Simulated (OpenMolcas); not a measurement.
## neutral zinc: from CASSCF to CASPT2

- Program: OpenMolcas
- Basis: ANO-RCC [10s9p8d6f4g2h]
- Scalar Hamiltonian: DKH2, point nucleus
- Active space: 2 electrons in 8 orbitals (4s 4p 5s 5p)
- State averaging: 2S+1 = 3 even, 3 roots; 2S+1 = 1 even, 1 root; 2S+1 = 3 odd, 3 roots; 2S+1 = 1 odd, 3 roots
- Spin-orbit coupling: state interaction with AMFI integrals over the reference wave functions, term energies averaged over their components

Methods on the same reference wave functions:
A. CASSCF
B. SS-CASPT2, IPEA 0.25 Eh, imaginary shift 0.1 Eh (closed shells correlated: 3d)

Energies in cm-1 above 4s2 1S0, the measured ground level; measured values from NIST Handbook of Basic Atomic Spectroscopic Data.

```csv
Level,A,B,Measured
4s2 1S0,0.0,0.0,0.0
4s 4p 3P* 0,29258,31846,32311
4s 4p 3P* 1,29416,32003,32501
4s 4p 3P* 2,29735,32322,32890
4s 4p 1P* 1,48547,47713,46745
```

Deviations, from unrounded energies. A percentage is the sum of absolute deviations over the sum of measured energies, with the sign that they share, or ± where signs differ.

| Against measurement | Levels | A | B |
| --- | --- | --- | --- |
| mean absolute deviation (cm-1) | 4 | 2800 | 620 |
| other configurations (%) | 4 | ±7.7 | ±1.7 |

B lies closest to measurement on these levels. The largest miss of B in the table is 4s 4p 1P* 1, by +970 cm-1. The ranking rests on the paired levels alone, and a cruder setting can come out closer through cancelling errors.

The lowest spin-free term lies below A's lowest term by 0.550 hartree in B.

Active for correlation alone: 5p 5s; no level in the range computed is led by a configuration that fills them, so any true level of that kind is missing. Without dynamic correlation excited terms often stand tens of per cent too high (terms of higher spin than the ground term too low), and those without a measured partner can miss by more than the paired ones (holds for A). Measured partners are found by configuration, term and J. A level has none where our copy of the source lacks it or the pairing is in doubt (some pairs that miss far off the trend of their configuration count as doubtful), and it then counts in no deviation. Only configurations of the active space appear. The table leaves out levels that lie high or whose names do not pair safely across all columns.

* marks odd parity.
